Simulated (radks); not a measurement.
Results of a calculation; reference values are marked as such.
How relativity changes the ionisation of the oxygen ion O3+ ([He] 2s2 2p1) to O4+ ([He] 2s2). Spin-unpolarised spherical Kohn-Sham, PBE, point nucleus unless stated (finite: rms radius 2.6991 fm), a radial shooting solver on a logarithmic mesh with Libxc functionals. A level marked "c x" has the speed of light scaled by that factor and shares open shells by 2j + 1; other Dirac levels either fill j = l - 1/2 first or share by 2j + 1.

level,E(O3+) (hartree),E(O4+) (hartree),IE (eV),HOMO,<r> HOMO (bohr)
non-rel.,-71.12679,-68.30072,76.901,2p,0.9198
scalar-rel.,-71.18412,-68.35794,76.904,2p,0.9195
"scalar-rel., finite nucleus",-71.18411,-68.35793,76.904,2p,0.9195
"Dirac, 2j+1 shares",-71.18413,-68.35794,76.904,2p3/2,0.9199
"Dirac, low j first",-71.18566,-68.35794,76.946,2p1/2,0.9190
"Dirac, 2j+1 shares, finite nucleus",-71.18411,-68.35793,76.904,2p3/2,0.9199
"Dirac, c x 2",-71.14110,-68.31501,76.902,2p3/2,0.9198
"Dirac, c x 3",-71.13315,-68.30707,76.902,2p3/2,0.9198
"Dirac, c x 10",-71.12736,-68.30129,76.901,2p3/2,0.9198

NIST Atomic Spectra Database: 77.414 eV (measured). The relativistic part of the total energy of O3+ is -0.05732 hartree (Dirac, 2j+1 shares, finite nucleus), 0.081 % of the non-relativistic value. Spin polarisation and multiplet splitting of open shells are left out at every level.

Beside tabulated values, note that spin-unpolarised runs miss the spin-polarisation part of the exchange energy of open shells.
